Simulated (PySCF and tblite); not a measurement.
The numbers below are computed, except where a source is named.
Stationary points of C$_{4}$H$_{7}$FS$_{2}$ at GFN2-xTB, in Å:

Structure A

```
 1 C     3.087    0.513    0.423
 2 C     1.953    0.479   -0.248
 3 S     0.542    1.450    0.209
 4 S    -0.798    0.952   -1.232
 5 C    -1.619   -0.560   -0.562
 6 C    -2.142   -0.372    0.842
 7 F    -0.737   -1.607   -0.608
 8 H     3.925   -0.092    0.125
 9 H     3.218    1.142    1.287
10 H     1.786   -0.142   -1.114
11 H    -2.409   -0.776   -1.288
12 H    -2.870    0.433    0.854
13 H    -1.324   -0.127    1.516
14 H    -2.613   -1.293    1.181
```

Structure B

```
 1 C     2.729    0.866    0.642
 2 C     1.782    0.494   -0.198
 3 S     1.242   -1.187   -0.354
 4 S    -0.348   -1.002   -1.603
 5 C    -1.802   -0.899   -0.468
 6 C    -1.640    0.142    0.615
 7 F    -2.033   -2.127    0.084
 8 H     3.049    1.891    0.702
 9 H     3.219    0.160    1.291
10 H     1.275    1.173   -0.865
11 H    -2.640   -0.686   -1.140
12 H    -1.496    1.121    0.167
13 H    -0.783   -0.100    1.243
14 H    -2.532    0.158    1.238
```

Structure C

```
 1 C     3.414    0.829    0.278
 2 C     2.283    0.621   -0.374
 3 S     0.878   -0.123    0.374
 4 S    -0.395   -0.082   -1.279
 5 C    -1.903   -0.841   -0.584
 6 C    -2.381   -0.169    0.684
 7 F    -1.693   -2.174   -0.367
 8 H     4.255    1.287   -0.211
 9 H     3.536    0.549    1.310
10 H     2.134    0.889   -1.407
11 H    -2.630   -0.761   -1.401
12 H    -2.530    0.892    0.502
13 H    -1.647   -0.300    1.477
14 H    -3.321   -0.618    0.998
```

The path came from a restrained scan, a climbing-image band and a saddle search at GFN2-xTB; energies are PBE0/pcSseg-1 + D3(BJ)//GFN2-xTB, thermal terms GFN2-xTB.

**Question.** Which structure is a saddle point, and along which motion?

**Answer.** C: one imaginary mode (58i cm⁻¹ at GFN2-xTB, mostly on C2, S3, H10), along the rotation about the S3–S4 bond (torsion C2–S3–S4–C5 from 87° to 265°, rising).

**Question.** Give their symmetry and energies above the lowest.

**Answer.** A C1, 0.0 kcal/mol; B C1, 0.9 kcal/mol; C C1, 9.6 kcal/mol.
